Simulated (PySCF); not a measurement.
Compound: 1-vinylnaphthalene, C12H10.
Atom-mapped SMILES: `[CH2:1]=[CH:2][c:3]1[cH:4][cH:5][cH:6][c:7]2[cH:8][cH:9][cH:10][cH:11][c:12]12`

Definitions: NICS(0) = −σiso at the ring centroid; NICS(1) = −σiso and NICS(1)zz = −σzz at ±1 Å along the ring normal z. Level: GIAO B3LYP/pcSseg-1 (PySCF, non-relativistic, gas phase) on the PBE0-D3(BJ)/def2-SVP geometry, one conformer.

Ring bond lengths (Å): C3–C4 1.385, C4–C5 1.409, C5–C6 1.374, C6–C7 1.418, C7–C12 1.431, C12–C3 1.435; C7–C8 1.419, C8–C9 1.374, C9–C10 1.412, C10–C11 1.376, C11–C12 1.420, C12–C7 1.431.

What do the NICS probes read (ppm)?

```tsv
ring	type	NICS(0)	NICS(1), two faces	NICS(1)zz, two faces	rms pucker (Å)	centre to ring atoms, mean (Å)
C3–C4–C5–C6–C7–C12	6-membered carbocycle; formal bonds all aromatic	-8.4	-11.3 / -11.1	-27.5 / -26.7	0.00	1.41
C7–C8–C9–C10–C11–C12	6-membered carbocycle; formal bonds all aromatic	-8.9	-11.7 / -11.5	-28.9 / -28.6	0.00	1.41
```

What do they say, and how far can they be read as aromaticity?

- C3–C4–C5–C6–C7–C12: mean NICS(1)zz -27.1 ppm, shielded, aromatic by this magnetic criterion (flat ring, no four-coordinate atom), though in fused rings the probe also feels the neighbouring ring.
- C7–C8–C9–C10–C11–C12: mean NICS(1)zz -28.8 ppm, shielded. The ring is flat and has no four-coordinate atom; by the NICS criterion it is aromatic, though in fused rings the probe also feels the neighbouring ring.

How equal are the bonds by HOMA? HOMA takes Krygowski's 1993 parameters.

- C3–C4–C5–C6–C7–C12: HOMA 0.76 = 1 − EN − GEO, with mean bond length 1.409 Å, EN = α(Ropt − mean)² = 0.111 and GEO = α × variance = 0.130. The geometric and the magnetic index point the same way.
- C7–C8–C9–C10–C11–C12: HOMA 0.80 = 1 − EN − GEO, with mean bond length 1.405 Å, EN = α(Ropt − mean)² = 0.079 and GEO = α × variance = 0.125. The geometric and the magnetic index point the same way.

Give the inner angles of the rings.

- C3–C4–C5–C6–C7–C12: C3 118.9°, C4 121.7°, C5 120.2°, C6 120.5°, C7 119.5°, C12 119.2°; sum 720.0° against 720° for a flat convex ring.
- C7–C8–C9–C10–C11–C12: C7 119.3°, C8 121.0°, C9 119.8°, C10 120.5°, C11 121.2°, C12 118.2°; sum 720.0° against 720° for a flat convex ring.

How shielded are the nuclei of the rings and their hydrogens (means over atoms taken as equivalent)?

```
  atoms                  environment  σ isotropic (ppm)  principal values of the symmetric part, first atom (ppm)
     C3  substituted aromatic carbon               36.8                                         -54.1, 5.8, 158.7
     C4           aromatic CH carbon               49.3                                        -51.8, 38.7, 161.0
     C5           aromatic CH carbon               47.9                                        -62.7, 38.6, 167.7
     C6           aromatic CH carbon               44.5                                        -58.1, 39.6, 151.9
     C7  ring-fusion aromatic carbon               40.8                                       -31.8, -31.5, 185.8
     C8           aromatic CH carbon               44.4                                        -58.8, 39.2, 152.8
     C9           aromatic CH carbon               47.6                                        -63.1, 37.5, 168.4
    C10           aromatic CH carbon               47.5                                        -62.8, 37.4, 168.0
    C11           aromatic CH carbon               49.8                                        -57.2, 38.8, 167.8
    C12  ring-fusion aromatic carbon               43.3                                       -30.8, -21.4, 182.1
H on C4            aromatic hydrogen              23.72                                          18.9, 23.8, 28.5
H on C5            aromatic hydrogen              23.89                                          19.7, 24.9, 27.1
H on C6            aromatic hydrogen              23.63                                          18.9, 24.0, 27.9
H on C8            aromatic hydrogen              23.58                                          18.8, 24.0, 28.0
```

The list is cut; further classes of hydrogen are left out.

How do the values depend on the level or the medium?

```tsv
level	NICS(0), C3–C4–C5–C6–C7–C12	mean NICS(1)zz, C3–C4–C5–C6–C7–C12	NICS(0), C7–C8–C9–C10–C11–C12	mean NICS(1)zz, C7–C8–C9–C10–C11–C12
B3LYP/pcSseg-1, gas	-8.4	-27.1	-8.9	-28.8
PBE0/pcSseg-1, gas	-8.5	-27.4	-8.9	-29.1
```

The geometry is the same throughout.

Conformer computed: `[CH2:1]=[CH:2][c:3]1[cH:4][cH:5][cH:6][c:7]2[cH:8][cH:9][cH:10][cH:11][c:12]12`: C1–C2–C3–C4 -36°.
